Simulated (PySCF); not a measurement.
# Relaxation of quintet CoO2Cl

These are results of PySCF, UPBE0, basis Co def2-TZVP, O def2-TZVP, Cl def2-TZVP (no relativity, density fitting), not measurements. A (50,194) grid was used.

A hand-made T-shaped (ligand arrangement 1) start, of C2v symmetry, held to at least that symmetry:

Coordinates in bohr (charge 0 multiplicity 5):
```
Co    0.0000    0.0000   -1.1291
O     3.0217    0.0000   -1.0237
O    -3.0217    0.0000   -1.0237
Cl    0.0000    0.0000    2.8393
```

Optimiser trace:
```
step  E − E(last) (kJ/mol)  largest gradient (Eh/bohr)
   0                 50.83                     0.07763
   1                 10.19                     0.01146
   2                  5.89                     0.00924
   3                  2.79                     0.00911
   4                  1.57                     0.00845
   5                  0.22                     0.00319
   6                  0.02                     0.00117
   7                  0.00                     0.00043
   8                  0.00                     0.00011
```

It ends at C2v with Co–Cl 2.108 Å, Co–O 1.683 Å (×2); Cl–Co–O 98.3° (×2), O–Co–O 163.3°. A frequency run shows 1 imaginary mode, down to 613i cm⁻¹, so it is a saddle point. Other isomers or separated fragments may lie lower.

Other spin states or occupations of the open shell can lie lower.
